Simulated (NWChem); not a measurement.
All runs are NWChem calculations. System: AgF, charge 0, spin multiplicity 1, at a geometry optimised with PBE0/def2-SVP with def2 effective core potentials on Ag. The structure started from a generated list of species. Level: MP2/def2-TZVP with def2 effective core potentials on Ag, 5 core orbitals frozen.

Part of the output:

```
             Northwest Computational Chemistry Package (NWChem) 7.3.0
             --------------------------------------------------------

                                NWChem Input Module
                                -------------------

 Scaling coordinates for geometry "geometry" by  1.889725989
 (inverse scale =  0.529177249)

 Turning off AUTOSYM since
 SYMMETRY directive was detected!

                             Geometry "geometry" -> ""
                             -------------------------

 Output coordinates in angstroms (scale by  1.889725989 to convert to a.u.)

  No.       Tag          Charge          X              Y              Z
 ---- ---------------- ---------- -------------- -------------- --------------
    1 Ag                  47.0000     0.00000000     0.00000000    -0.31721700
    2 F                    9.0000     0.00000000     0.00000000     1.65657700

 Effective nuclear repulsion energy (a.u.)     113.4069595545

            Nuclear Dipole moment (a.u.)
            ----------------------------
        X                 Y               Z
 ---------------- ---------------- ----------------
     0.0000000000     0.0000000000    -0.0000113384

      Symmetry information
      --------------------

 Group name             C2v
 Group number             16
 Group order               4
 No. of unique centers     2

      Symmetry unique atoms

     1    2


 Summary of "ao basis" -> "" (spherical)
 ------------------------------------------------------------------------------
       Tag                 Description            Shells   Functions and Types
 ---------------- ------------------------------  ------  ---------------------
 *                         def2-tzvp                  on all atoms

 Summary of "ao basis" -> "ao basis" (spherical)
 ------------------------------------------------------------------------------
       Tag                 Description            Shells   Functions and Types
 ---------------- ------------------------------  ------  ---------------------
 Ag                        def2-tzvp                14       40   6s4p3d1f
 F                         def2-tzvp                11       31   5s3p2d1f

                                 NWChem SCF Module
                                 -----------------

  ao basis        = "ao basis"
  functions       =    71
  atoms           =     2
  closed shells   =    14
  open shells     =     0
  charge          =   0.00
  wavefunction    = RHF
  use symmetry    = T
  symmetry adapt  = T

 Summary of "ao basis" -> "ao basis" (spherical)
 ------------------------------------------------------------------------------
       Tag                 Description            Shells   Functions and Types
 ---------------- ------------------------------  ------  ---------------------
 Ag                        def2-tzvp                14       40   6s4p3d1f
 F                         def2-tzvp                11       31   5s3p2d1f

      Symmetry analysis of basis
      --------------------------

        a1         32
        a2          7
        b1         16
        b2         16

 Forming initial guess at       0.0s

      Superposition of Atomic Density Guess
      -------------------------------------

 Sum of atomic energies:        -267.15111575

      Non-variational initial energy
      ------------------------------

 Total energy =    -244.989260
 1-e energy   =    -489.381924
 2-e energy   =     198.547298
 HOMO         =      -0.523094
 LUMO         =      -0.215820

      Symmetry analysis of molecular orbitals - initial
      -------------------------------------------------

 !! scf_movecs_sym_adapt:   46 vectors were symmetry contaminated

  Symmetry fudging

 !! scf_movecs_sym_adapt:   38 vectors were symmetry contaminated

  Numbering of irreducible representations:

     1 a1          2 a2          3 b1          4 b2

  Orbital symmetries:

     1 a1          2 a1          3 a1          4 b1          5 b2
     6 a1          7 a1          8 b2          9 b1         10 a2
    11 a1         12 b2         13 b1         14 a1         15 a1
    16 b1         17 b2         18 a1         19 a1         20 b2
    21 b1         22 a1         23 a2         24 a1
[...]
    9   -0.5608
   10   -0.5461
   11   -0.5461
   12   -0.4564
   13   -0.4564
   14   -0.4289
   15   -0.0166
   16    0.0679
   17    0.0679
   18    0.1233
   19    0.1980
   20    0.3106
   21    0.3106
   22    0.4132
   23    0.5302
   24    0.5302

                       ROHF Final Molecular Orbital Analysis
                       -------------------------------------

 Vector   12  Occ=2.000000D+00  E=-4.563760D-01  Symmetry=b2
              MO Center=  2.9D-31,  1.8D-16,  1.3D+00, r^2= 1.2D+00
   Bfn.  Coefficient  Atom+Function         Bfn.  Coefficient  Atom+Function
  ----- ------------  ---------------      ----- ------------  ---------------
    47      0.440936  2 F  py                50      0.377034  2 F  py
    53      0.299318  2 F  py                20     -0.295583  1 Ag d -1
    25     -0.170752  1 Ag d -1

 Vector   13  Occ=2.000000D+00  E=-4.563760D-01  Symmetry=b1
              MO Center= -6.3D-17, -1.5D-31,  1.3D+00, r^2= 1.2D+00
   Bfn.  Coefficient  Atom+Function         Bfn.  Coefficient  Atom+Function
  ----- ------------  ---------------      ----- ------------  ---------------
    46      0.440936  2 F  px                49      0.377034  2 F  px
    52      0.299318  2 F  px                22      0.295583  1 Ag d  1
    27      0.170752  1 Ag d  1

 Vector   14  Occ=2.000000D+00  E=-4.289198D-01  Symmetry=a1
              MO Center= -1.3D-16,  7.2D-17,  8.5D-01, r^2= 1.7D+00
   Bfn.  Coefficient  Atom+Function         Bfn.  Coefficient  Atom+Function
  ----- ------------  ---------------      ----- ------------  ---------------
    21      0.392920  1 Ag d  0              48      0.367459  2 F  pz
    51      0.327882  2 F  pz                54      0.270724  2 F  pz
     5     -0.222633  1 Ag s                 26      0.214971  1 Ag d  0
     3      0.161450  1 Ag s

 Vector   15  Occ=0.000000D+00  E=-1.661986D-02  Symmetry=a1
              MO Center= -3.3D-15,  2.7D-15, -1.4D+00, r^2= 4.8D+00
   Bfn.  Coefficient  Atom+Function         Bfn.  Coefficient  Atom+Function
  ----- ------------  ---------------      ----- ------------  ---------------
     6      0.878064  1 Ag s                 18     -0.388800  1 Ag pz
     3     -0.199490  1 Ag s

 Vector   16  Occ=0.000000D+00  E= 6.793507D-02  Symmetry=b2
              MO Center= -3.8D-30, -4.6D-15, -4.1D-01, r^2= 8.9D+00
   Bfn.  Coefficient  Atom+Function         Bfn.  Coefficient  Atom+Function
  ----- ------------  ---------------      ----- ------------  ---------------
    17      1.051790  1 Ag py

 Vector   17  Occ=0.000000D+00  E= 6.793507D-02  Symmetry=b1
              MO Center=  2.9D-15,  2.4D-30, -4.1D-01, r^2= 8.9D+00
   Bfn.  Coefficient  Atom+Function         Bfn.  Coefficient  Atom+Function
  ----- ------------  ---------------      ----- ------------  ---------------
    16      1.051790  1 Ag px

 center of mass
 --------------
 x =   0.00000000 y =   0.00000000 z =  -0.03661974

 moments of inertia (a.u.)
 ------------------
         224.428993828606           0.000000000000           0.000000000000
           0.000000000000         224.428993828606           0.000000000000
           0.000000000000           0.000000000000           0.000000000000

  Mulliken analysis of the total density
  --------------------------------------

    Atom       Charge   Shell Charges
 -----------   ------   -------------------------------------------------------
    1 Ag  19    18.23   0.03 -0.40  1.57  0.79  0.16 -0.00  5.20  0.80  0.08  0.02  5.92  3.27  0.79  0.00
    2 F    9     9.77   0.77  1.20  0.60  0.97  0.44  2.23  2.24  1.31  0.00  0.00  0.00

       Multipole analysis of the density wrt the origin
       ------------------------------------------------

     L   x y z        total         open         nuclear
     -   - - -        -----         ----         -------
     0   0 0 0     -0.000000      0.000000     28.000000

     1   1 0 0      0.000000      0.000000      0.000000
     1   0 1 0     -0.000000      0.000000      0.000000
     1   0 0 1     -2.770515      0.000000     16.784679

     2   2 0 0    -16.078832      0.000000      0.000000
     2   1 1 0      0.000000      0.000000      0.000000
     2   1 0 1     -0.000000      0.000000      0.000000
     2   0 2 0    -16.078832      0.000000      0.000000
     2   0 1 1     -0.000000      0.000000      0.000000
     2   0 0 2    -22.374564      0.000000     95.026493

                   NWChem MP2 Semi-direct Energy/Gradient Module
                   ---------------------------------------------

  Basis functions       =     71
  Molecular orbitals    =     71
  Frozen core           =      5
  Frozen virtuals       =      0
  Active alpha occupied =      9
  Active beta occupied  =      9
  Active alpha virtual  =     57
  Active beta virtual   =     57
  Use MO symmetry       = T
  Use skeleton AO sym   = T

  AO/Fock/Back tols     =   1.0D-09  1.0D-09  1.0D-09

 GA uses MA = F    GA memory limited = T

 Available:
  local mem=  1.26D+08
 global mem=  1.44D+08
 local disk=  0.00D+00
  mp2_memr nvloc                    57
  nvloc new                    57
   1 passes of   9:        4194304                      35923                   4437221.
   1 passes of   9: M    126142726           G      144169118           F     121948422.

 Semi-direct pass number   1 of   1  for RHF alpha+beta  at        0.4s
  vrange nnbf                  2539
  mp2_eaftype                    16  avail_ma_in_mb                  1099
 EAF : mp2_eaftype filesize          16    2218610.
  mp2_eaf for mointskh                     16
Node 0 wrote     10.4 Mb in      0.0 s     Agg I/O rate:  2169.9 Mb/s
 Done moints_semi at        1.0s
  mp2_eaftype                    16  avail_ma_in_mb                  1083
 EAF : mp2_eaftype filesize          16    2218610.
  mp2_eaf for kh                    16
 Done maket at        1.1s
 Done multipass loop at        1.1s

          -------------------------------------------
          SCF energy                -245.587789162511
          Correlation energy          -0.556416534115
          Singlet pairs               -0.290343356785
          Triplet pairs               -0.266073177329
          Total MP2 energy          -246.144205696626
          -------------------------------------------

          ---------------------------------------------------
                    Spin Component Scaled (SCS) MP2
          Same spin pairs                     -0.177382118219
          Same spin scaling factor             0.333333333333
          Opposite spin pairs                 -0.379034415895
          Opposite spin scaling fact.          1.200000000000
          SCS-MP2 correlation energy          -0.513968671814
          Total SCS-MP2 energy              -246.101757834325
          ---------------------------------------------------

 -----------------------
 Performance information
 -----------------------

 Timer overhead =  9.63D-08 seconds/call

               Nr. of calls         CPU time (s)                 Wall time (s)                GFlops
             ---------------    -------------------     ------------------------------   -------------------
Name         Min   Avg   Max    Min     Avg     Max     Min     Avg     Max   Mx/calls   Min     Max     Sum
mp2: moin     1     1     1   0.61    0.61    0.61     0.61    0.61    0.61    0.61      0.0     0.0     0.0
mp2: make     1     1     1   4.04E-2 4.04E-2 4.04E-2  4.04E-2 4.04E-2 4.04E-2 4.04E-2   0.0     0.0     0.0
mp2: tota     1     1     1   0.68    0.68    0.68     0.68    0.68    0.68    0.68      0.0     0.0     0.0

 The average no. of pstat calls per process was 3.00D+00
 with a timing overhead of 2.89D-07s

 Task  times  cpu:        1.1s     wall:        1.1s

 Total times  cpu:        1.1s     wall:        1.1s
```

Task: Write an NWChem input that would produce this output.

Result: This is not unique; one that fits is 
```
start mol
memory heap 200 mb stack 900 mb global 1100 mb
geometry units angstroms nocenter noautoz
  Ag     0.000000     0.000000    -0.317217
  F      0.000000     0.000000     1.656577
  symmetry group C2v
end
basis spherical
  * library def2-tzvp
end
ecp
  Ag library def2-ecp
end
scf
  rhf
  nopen 0
  maxiter 100
  thresh 1e-7
  semidirect memsize 60000000 filesize 0
end
mp2
  freeze core 5
end
task mp2 energy
```
